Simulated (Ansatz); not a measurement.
Relaxation of CH3BClO (7 atoms, charge 0, multiplicity 2), to a largest force component of 0.02 eV/Å in at most 50 steps.

Method: UKS B3LYP/def2-SVP in Ansatz.

```xyz
7
Properties=species:S:1:pos:R:3:forces:R:3
C 0.148 0.773 0.036 -1.91 3.70 -1.15
O -0.867 -0.096 -0.451 2.09 -3.73 -0.75
B -0.233 -1.382 -0.713 -1.81 1.66 1.69
Cl -0.054 -2.651 0.625 -0.12 1.07 -1.18
H 0.539 0.480 0.977 0.74 -0.61 1.22
H -0.401 1.807 0.205 1.07 -1.73 -0.17
H 0.928 1.001 -0.726 -0.06 -0.36 0.35
```

Where does it end, and by what steps?

The run converged. The force dipped under the threshold on the way, but the program's further checks kept it going. After 17 steps the energy has fallen by 0.976 eV; O2 moved furthest, 0.48 Å.

```json
{"step": "0", "energy less start (eV)": "0.0000", "largest force component (eV/Å)": "3.728", "accepted": "yes"}
{"step": "1", "energy less start (eV)": "-0.4472", "largest force component (eV/Å)": "1.781", "accepted": "yes"}
{"step": "2", "energy less start (eV)": "-0.6886", "largest force component (eV/Å)": "0.773", "accepted": "yes"}
{"step": "3", "energy less start (eV)": "-0.8239", "largest force component (eV/Å)": "1.415", "accepted": "yes"}
{"step": "4", "energy less start (eV)": "-0.8675", "largest force component (eV/Å)": "2.176", "accepted": "yes"}
{"step": "5", "energy less start (eV)": "-0.9521", "largest force component (eV/Å)": "0.892", "accepted": "yes"}
{"step": "6", "energy less start (eV)": "-0.9676", "largest force component (eV/Å)": "0.086", "accepted": "yes"}
{"step": "7", "energy less start (eV)": "-0.9684", "largest force component (eV/Å)": "0.031", "accepted": "yes"}
{"step": "8", "energy less start (eV)": "-0.9689", "largest force component (eV/Å)": "0.027", "accepted": "yes"}
{"step": "9", "energy less start (eV)": "-0.9632", "largest force component (eV/Å)": "0.403", "accepted": "no"}
{"step": "10", "energy less start (eV)": "-0.9713", "largest force component (eV/Å)": "0.012", "accepted": "yes"}
{"step": "11", "energy less start (eV)": "-0.9723", "largest force component (eV/Å)": "0.140", "accepted": "yes"}
{"step": "12", "energy less start (eV)": "-0.9732", "largest force component (eV/Å)": "0.073", "accepted": "yes"}
{"step": "13", "energy less start (eV)": "-0.9747", "largest force component (eV/Å)": "0.010", "accepted": "yes"}
{"step": "14", "energy less start (eV)": "-0.9752", "largest force component (eV/Å)": "0.055", "accepted": "yes"}
{"step": "15", "energy less start (eV)": "-0.9757", "largest force component (eV/Å)": "0.029", "accepted": "yes"}
{"step": "16", "energy less start (eV)": "-0.9759", "largest force component (eV/Å)": "0.014", "accepted": "yes"}
{"step": "17", "energy less start (eV)": "-0.9760", "largest force component (eV/Å)": "0.008", "accepted": "yes"}
```

```xyz
7
Properties=species:S:1:pos:R:3
C 0.186 0.789 0.003
O -0.537 -0.151 -0.793
B -0.687 -1.449 -0.598
Cl -0.003 -2.380 0.751
H 0.642 0.303 0.879
H -0.509 1.575 0.332
H 0.970 1.245 -0.620
```

Run time: 22 s on 2 threads of Intel(R) Xeon(R) Platinum 8488C (Sapphire Rapids), on a shared host, peak memory 0.22 GiB.
